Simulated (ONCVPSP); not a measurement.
# sulfur (S): one change to an ONCV potential, before and after

ONCVPSP 4.0.1 input, shortened (lines: element, Z, core and valence counts, functional; n l f; lmax; l rc ep ncon nbas qcut; lloc lpopt rc5 dvloc0; l nproj debl; icmod fcfact rcfact), PBE, scalar-relativistic:

```
  S 16.00    3    2        4      upf
    1    0    2.00
    2    0    2.00
    2    1    6.00
    3    0    1.75
    3    1    4.25
    2
    0    1.30    0.00    4    8    6.20
    1    1.40    0.00    5   10    5.40
    2    1.25    0.12    3    6    6.90
    4    5    0.85    2.00
    0    2    3.80
    1    2    2.70
    2    2    2.60
    3    5.50    1.20
```

All-electron outer shells of the reference configuration (PBE, scalar-relativistic, ld1.x):

```tsv
shell	level (eV)	outermost node (bohr)	outermost maximum (bohr)
2s	-212.08	0.13	0.39
2p	-156.87	–	0.33
3s	-17.43	0.60	1.40
3p	-7.15	0.58	1.59
```

Change: core correction Teter function, fcfact 5.5, rcfact 1.3.

Cutoffs: the cutoffs (Ha) at which the residual kinetic energy of the hardest occupied pseudo-wave falls to 1 and 0.1 mHa per electron; they do not see the model core or the augmentation charge, which bear on the density cutoff. Errors are all-electron minus pseudo energies relative to the spin-unpolarised reference configuration.

Question: How do hardness, ghosts and transferability respond?

Answer: The potential gets neither clearly harder nor softer (13 Ha and 17 Ha → 13 Ha and 17 Ha); of the 4 tests that both files solve, the error grows in 2 and shrinks in 1 by more than 15 % and 0.3 meV (median size 1.3 → 0.5 meV); neither file shows a bound ghost. A model core, the more so a compact one, raises the density cutoff, which this test does not measure.

```tsv
quantity	base	changed
cutoff, loose	13 Ha	13 Ha
cutoff, tight	17 Ha	17 Ha
bound ghosts	none	none
GHOST(+) flags under 300 eV	s at 174.0 eV	s at 174.0 eV
error for 3s2 3p4, meV [ΔE -2.57 eV]	+0.2	+0.1
error for 3s2 3p3, meV [ΔE 9.20 eV]	+0.2	+1.0
error for 3s2 3p2, meV [ΔE 31.49 eV]	+7.7	+11
error for 3s0 3p6, meV [ΔE 18.17 eV]	+2.3	+0.1
s: phases at 1.32 bohr within 0.05 rad from the reference energy up to (Ha; the scan ends near 5)	to the end of the scan	to the end of the scan
p: phases at 1.42 bohr within 0.05 rad from the reference energy up to (Ha; the scan ends near 5)	to the end of the scan	to the end of the scan
d: phases at 1.27 bohr within 0.05 rad from the reference energy up to (Ha; the scan ends near 5)	to the end of the scan	to the end of the scan
rms error of d²Exc/dni dnj with the model core, mHa	0.70	0.09
```

Base: The cutoffs count occupied waves only; projector 2 of the p channel, the hardest unoccupied one, needs 110 Ha at the loose tolerance. Changed file: The cutoffs count occupied waves only; projector 2 of the p channel, the hardest unoccupied one, needs 110 Ha at the loose tolerance.
